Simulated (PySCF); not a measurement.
# RbHg at r²SCAN0

Level: r²SCAN0. Rb def2-SVP with ECP28, Hg def2-SVP with ECP60; scalar-relativistic core potentials (PySCF 2.14).

```json
{"state": "²Σ⁺ (doublet), unpaired electrons σ ↑", "bond length": "4.210 Å", "harmonic wavenumber": "22.2 cm⁻¹", "force constant": "0.0174 mdyn/Å", "rotational constant Be": "0.01591 cm⁻¹", "anharmonicity ωexe": "0.442 cm⁻¹", "vibration–rotation constant αe": "0.000300 cm⁻¹", "well depth De to Rb + Hg": "1.4 kcal/mol", "dissociation energy D0": "1.3 kcal/mol", "bond order (Mayer)": "0.16", "dipole moment (positive dipole means Rb(−)Hg(+))": "-0.34 D"}
```

The bond is weak. Basis-set superposition, not corrected here, can be much of De in a small basis, most of all at correlated wavefunction levels. Functionals without a dispersion term scatter widely for such bonds, and LDA overbinds them. Spin–orbit coupling is left out. The state is the lowest determinant that a PBE0 search found; another state may lie lower at other levels.
